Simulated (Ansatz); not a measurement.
Start from `C[Si](C)(N)N` and change one atom or group to get `C[Si](N)(N)[SiH3]`.

Ansatz, PBE0-D4/def2-TZVP geometries, multiplicity 1. Each molecule was computed in one conformer, which needn't be the lowest.

```
                                        property  `C[Si](C)(N)N`
           HOMO–LUMO gap (B3LYP/def2-TZVPP) / eV            7.17
              HOMO energy (PBE0/def2-TZVPP) / eV           -6.88
           LUMO energy (ωB97M-V/def2-TZVPP) / eV            2.20
             LUMO energy (B3LYP/def2-TZVPP) / eV            0.51
  size of the dipole moment (PBE/def2-TZVPP) / D            0.07
size of the dipole moment (B3LYP/def2-TZVPP) / D            0.03
```

Question: Give the same properties after the change, and the shifts. (Best estimate.)

Answer: The calculation gave: 
```json
{"property": "HOMO–LUMO gap (B3LYP/def2-TZVPP) / eV", "`C[Si](N)(N)[SiH3]`": "6.88", "shift": "-0.29"}
{"property": "HOMO energy (PBE0/def2-TZVPP) / eV", "`C[Si](N)(N)[SiH3]`": "-6.74", "shift": "0.14"}
{"property": "LUMO energy (ωB97M-V/def2-TZVPP) / eV", "`C[Si](N)(N)[SiH3]`": "2.09", "shift": "-0.11"}
{"property": "LUMO energy (B3LYP/def2-TZVPP) / eV", "`C[Si](N)(N)[SiH3]`": "0.33", "shift": "-0.18"}
{"property": "size of the dipole moment (PBE/def2-TZVPP) / D", "`C[Si](N)(N)[SiH3]`": "1.47", "shift": "1.40"}
{"property": "size of the dipole moment (B3LYP/def2-TZVPP) / D", "`C[Si](N)(N)[SiH3]`": "1.36", "shift": "1.33"}
```

With PBE0 the HOMO rises by 0.14 eV and the LUMO falls by 0.31 eV, so the gap narrows by about 0.45 eV. PBE moves the HOMO by -0.03 eV and ωB97M-V by 0.35 eV. Dipoles are sizes alone; their direction can turn.

B3LYP here is the variant with VWN-RPA as its local correlation; programs differ in this.
